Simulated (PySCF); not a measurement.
Job file and geometry (Å, from GFN2-xTB) of an NMR shielding run on `C[SiH2]/C=C(\C#N)SC`, C5H9NSSi, GIAO PBE0/pcSseg-1 NMR shielding, non-relativistic, gas phase in PySCF; density fitting, a coarse starting grid and PySCF grid level 2 are the driver's defaults:

```
$ OMP_NUM_THREADS=1 python probes_run.py task.json out

{"job": {"kind": "nmr", "xc": "PBE0", "basis": "pcSseg-1"}, "charge": 0, "multiplicity": 1}
C     -2.822978     0.365264     0.542529
Si    -1.969202    -0.918073    -0.565517
C     -0.373888    -0.157387    -1.226668
C      0.739898     0.003932    -0.498398
C      0.812029    -0.389984     0.849364
N      0.893856    -0.695706     1.952545
S      2.209925     0.746515    -1.168578
C      3.389539     0.603797     0.205764
H     -2.200821     0.609354     1.399817
H     -3.021570     1.287979     0.003399
H     -3.770741    -0.008544     0.917766
H     -2.789522    -1.243098    -1.736689
H     -1.650362    -2.128424     0.196700
H     -0.335770     0.183071    -2.252389
H      3.024918     1.153975     1.068442
H      3.541896    -0.442254     0.456193
H      4.315793     1.041614    -0.154190
```

Q: Write the output of this run.

A: 
```
coarse grid: 15320 points
cycle   1  E = -937.6098569287  dE =  8.176e-01  |g| = 5.275e-01  |ddm| = 3.912e+00
cycle   2  E = -937.4665546881  dE =  1.433e-01  |g| = 9.658e-01  |ddm| = 1.241e+00
cycle   3  E = -937.6701295175  dE = -2.036e-01  |g| = 1.872e-01  |ddm| = 8.725e-01
cycle   4  E = -937.6775352287  dE = -7.406e-03  |g| = 5.514e-02  |ddm| = 1.782e-01
cycle   5  E = -937.6781095763  dE = -5.743e-04  |g| = 2.676e-02  |ddm| = 7.425e-02
cycle   6  E = -937.6783030550  dE = -1.935e-04  |g| = 5.228e-03  |ddm| = 3.076e-02
cycle   7  E = -937.6783100976  dE = -7.043e-06  |g| = 1.081e-03  |ddm| = 6.522e-03
final grid: 139056 points
cycle   8  E = -937.7270721679  dE = -2.702e-05  |g| = 9.397e-03  |ddm| = 3.324e-02
cycle   9  E = -937.7270593401  dE =  1.283e-05  |g| = 1.169e-02  |ddm| = 2.067e-02
cycle  10  E = -937.7270942035  dE = -3.486e-05  |g| = 6.743e-04  |ddm| = 1.262e-02
cycle  11  E = -937.7270942646  dE = -6.117e-08  |g| = 4.966e-04  |ddm| = 9.623e-04
cycle  12  E = -937.7270943158  dE = -5.121e-08  |g| = 1.032e-04  |ddm| = 4.477e-04
cycle  13  E = -937.7270943179  dE = -2.011e-09  |g| = 4.183e-05  |ddm| = 1.428e-04
cycle  14  E = -937.7270943183  dE = -4.370e-10  |g| = 1.366e-05  |ddm| = 5.462e-05
converged SCF energy = -937.7270943183

GIAO shielding tensors (ppm)
atom      isotropic    diamagn.    paramagn.     s11        s22        s33       span
  0 C      192.710     253.463     -60.754    185.673    192.344    200.113     14.440
  1 Si     401.487     881.098    -479.612    376.494    403.412    424.554     48.060
  2 C       41.916     257.320    -215.403    -79.845     30.906    174.688    254.533
  3 C       48.993     262.341    -213.348    -59.750     76.637    130.091    189.841
  4 C       68.273     264.695    -196.422    -47.400    -39.510    291.731    339.131
  5 N      -61.682     343.165    -404.848   -206.910   -181.194    203.057    409.968
  6 S      433.501    1055.713    -622.212    183.506    415.715    701.283    517.777
  7 C      165.146     251.618     -86.472    147.263    165.859    182.315     35.052
  8 H       31.013      33.346      -2.333     25.758     30.037     37.243     11.485
  9 H       31.533      30.592       0.941     27.322     28.825     38.451     11.129
 10 H       31.599      27.929       3.670     27.084     27.785     39.928     12.843
 11 H       27.378      28.892      -1.514     23.887     25.393     32.855      8.968
 12 H       27.010      29.967      -2.957     23.559     26.208     31.263      7.703
 13 H       24.809      32.219      -7.410     21.175     23.681     29.572      8.397
 14 H       28.862      30.501      -1.639     24.288     27.346     34.953     10.665
 15 H       28.940      29.577      -0.637     24.365     27.079     35.377     11.011
 16 H       29.648      27.040       2.608     24.791     26.387     37.766     12.975
```

Q: Turn these shieldings into chemical shifts. Scale: TMS for 13C (σ = 186.93 ppm) and 29Si (σ = 349.16 ppm) and 1H (σ = 31.72 ppm); 15N (σ = 267.73 ppm) against NH3; 33S (σ = 503.73 ppm) against CS2 (reference shieldings calculated alike).

A: Averaging equivalent atoms: C 2: 145.0; C 3: 137.9; C 4: 118.7; C 7: 21.8; C 0: -5.8; Si 1: -52.3; N 5: 329.4; S 6: 70; H 13: 6.91; H 11/12: 4.52; H 14/15/16: 2.57; H 8/9/10: 0.34 ppm. Experimental scales use liquid or dissolved standards, which lie at an offset from isolated NH3 (liquid NH3: subtract about 20 ppm). Unscaled 15N shifts of sp2 nitrogen come out 20 to 40 ppm too high even then.

Size and cost of the density-fitted run: 195 basis functions, 70 s wall time on 1 thread of an Arm Neoverse N1, shared host; peak memory 0.87 GiB.
